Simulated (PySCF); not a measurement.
ClI, SMILES ICl (connectivity only; charge and spin as stated), charge -1, multiplicity 2.

Coordinates come from a PBE0-D3(BJ)/def2-TZVPD optimisation. The multiplicity is an assumed one; other spin states were not compared. The def2 effective core potentials stand for the cores of I; spin–orbit coupling is left out.

All values below come from PBE/def2-TZVPD (PySCF).

- total energy = -757.81504 hartree
- point group = C∞v
- α spin, highest occupied and lowest empty level = -0.57 and 3.27 eV
- β spin, highest occupied and lowest empty level = -1.08 and 0.23 eV
- dipole moment about the centre of nuclear charge = 0.718 e·Å
- mean static polarisability = 88.5 bohr³ (13.11 Å³)
- polarisability, principal values = 68.1, 68.1, 129.2 bohr³
- ⟨S²⟩ = 0.752 (pure state 0.75)
